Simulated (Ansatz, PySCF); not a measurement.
Gas-phase reaction (SMILES): F[Si](Cl)(Cl)Cl -> F atom + Cl[Si](Cl)Cl; the F-Si bond at the site shown breaks (other sites are not compared here).

Structures are relaxed separately at B3LYP-D3(BJ)/def2-TZVP in Ansatz (a program for electronic structure). Valence correlation only, unless marked. Open shells are spin-unrestricted. Spin-orbit coupling is left out. Non-relativistic. CBS marks a two-point X^-3 extrapolation of the correlation energy; Hartree-Fock from the larger set. The bracket is a focal-point correction in the basis named. Thermal terms are rigid-rotor harmonic-oscillator values from B3LYP-D3(BJ) frequencies (PySCF) at 298.15 K and 1 atm. 1 Eh = 627.5095 kcal/mol. Atoms have translation alone.

```tsv
species	E, RI-MP2/CBS(cc-pV(T+d)Z,cc-pV(Q+d)Z)+[CCSD(T)-MP2]/cc-pV(T+d)Z (Ansatz) (Eh)	E, PBE/def2-TZVPD (Ansatz) (Eh)	H - E (Eh)
F[Si](Cl)(Cl)Cl	-1768.41784	-1769.45997	0.01555
F atom	-99.66587	-99.67049	0.00236
Cl[Si](Cl)Cl	-1668.49932	-1669.54926	0.01103
```

Question: Work out ΔE and ΔH at 298.15 K at the first level, then ΔH at the second.

Answer: 
1. ΔE = [(-99.66587) + (-1668.49932)] - [(-1768.41784)] = 0.25265 Eh = 158.5 kcal/mol at RI-MP2/CBS(cc-pV(T+d)Z,cc-pV(Q+d)Z)+[CCSD(T)-MP2]/cc-pV(T+d)Z.
2. The terms H - E add up to -0.00216 Eh, so ΔH = (0.25265 + (-0.00216))×627.5095 = 157.2 kcal/mol.
3. At PBE/def2-TZVPD the same steps give ΔE = 150.7 and ΔH = 149.4 kcal/mol, a shift of -7.8 from the first level.
4. These values are not checked against measurement here, since the tables used lack a sound gas-phase enthalpy of formation for at least one species.
